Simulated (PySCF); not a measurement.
Ge(GeH3)(Me)3, SMILES [CH3][Ge]([CH3])([CH3])[GeH3] (C3H12Ge2) (GFN2-xTB optimised geometry):

```
17

C      1.669    -0.696     0.000
Ge    -0.318    -0.696     0.000
C     -0.968    -1.608     1.640
C     -0.968     1.182     0.000
Ge    -1.139    -1.850    -1.962
H      2.052    -0.183     0.878
H      2.054    -0.193    -0.883
H      2.054    -1.712     0.005
H     -2.055    -1.617     1.672
H     -0.607    -1.101     2.530
H     -0.622    -2.638     1.672
H     -0.609     1.712     0.878
H     -0.618     1.711    -0.882
H     -2.054     1.214     0.005
H     -0.078    -2.252    -2.948
H     -1.865    -3.135    -1.680
H     -2.116    -1.066    -2.793
```

Calculation: PySCF 2.14.0 with B3LYP/def2-SVP.

What are the frontier orbital energies and the dipole moment?

HOMO-2 -8.05 eV, HOMO-1 -8.05 eV, HOMO -7.38 eV, LUMO 0.74 eV, LUMO+1 0.74 eV; dipole moment 1.42 D.

On the same geometry PBE/def2-SVP run with PySCF gives HOMO-2 -7.03 eV, HOMO-1 -7.03 eV, HOMO -6.49 eV, LUMO 0.16 eV, LUMO+1 0.16 eV; dipole moment 1.42 D.

Meta-Löwdin charges at B3LYP/def2-SVP: C1 -0.49, Ge2 0.60, C3 -0.49, C4 -0.49, Ge5 0.11, H6 0.10, H7 0.11, H8 0.11, H9 0.11, H10 0.10, H11 0.11, H12 0.10, H13 0.11, H14 0.11, H15 -0.06, H16 -0.06, H17 -0.06.
